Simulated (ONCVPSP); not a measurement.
germanium, ONCV: configuration errors across variants

```
Element                 : Ge (Z = 32)
Generator               : ONCVPSP 4.0.1
Type                    : optimised norm-conserving Vanderbilt (ONCV)
Functional              : PBEsol
Relativity              : scalar-relativistic
Frozen core             : [Ar]
Valence charge          : 14
Reference configuration : 3d10 4s2 (charge +2)
Partial waves           : 4s: rc 1.65 bohr, ncon 5, nbas 10, qcut 3.6 1/bohr, 1 projector; p scattering state at 0.15 Ha: rc 1.70 bohr, ncon 4, nbas 9, qcut 5.4 1/bohr, 1 projector; 3d: rc 0.65 bohr, ncon 4, nbas 7, qcut 14.3 1/bohr, local
Local potential         : the d channel
Core correction         : polynomial model core, fcfact 0.5
```

In the p channel the program set the typed energies aside and used 0.050 Ha.

All-electron excitation energies from the reference (eV): (1) 3d10 4s2 4p2 -22.902; (2) 3d10 4s2 4p1 -15.449; (3) 3d10 4s1 34.789; (4) 3d10 4s0 80.924.

1 further variants failed, have other tests or too few solved ones, and are left out.

A true bound ghost makes a file unfit for plane-wave use even where its test errors are small: the radial tests pick states by their node count and pass the ghost by.

Errors AE − PS in meV (a dash: test not solved or not reliable):

```tsv
change	(1)	(2)	(3)	(4)	bound ghosts	GHOST(+) flags above zero
base	+164	+96	-20	-69	s, p	none
all radii but the core radius scaled by about 0.84 (s 1.38, p 1.44, d 0.54 bohr)	+197	+114	-13	-69	s, p	none
all radii but the core radius scaled by about 0.92 (s 1.52, p 1.56, d 0.60 bohr)	+179	+103	-15	-70	s, p	none
all radii but the core radius scaled by about 1.04 (s 1.72, p 1.76, d 0.68 bohr)	–	–	–	–	s, p	none
all radii but the core radius scaled by about 1.13 (s 1.86, p 1.92, d 0.74 bohr)	+173	+99	-5.4	-83	s, p	s
all radii but the core radius scaled by about 1.20 (s 1.98, p 2.04, d 0.78 bohr)	+176	+101	-11	-107	s, p	s
all radii but the core radius scaled by about 1.25 (s 2.06, p 2.12, d 0.80 bohr)	+181	+104	-14	-127	s, p	none
```

Q: Give the same row for: all radii but the core radius scaled by about 1.33 (s 2.20, p 2.26, d 0.86 bohr).

A: +189, +108, -22, -178; bound ghosts: s, p; GHOST(+) flags above zero: none.
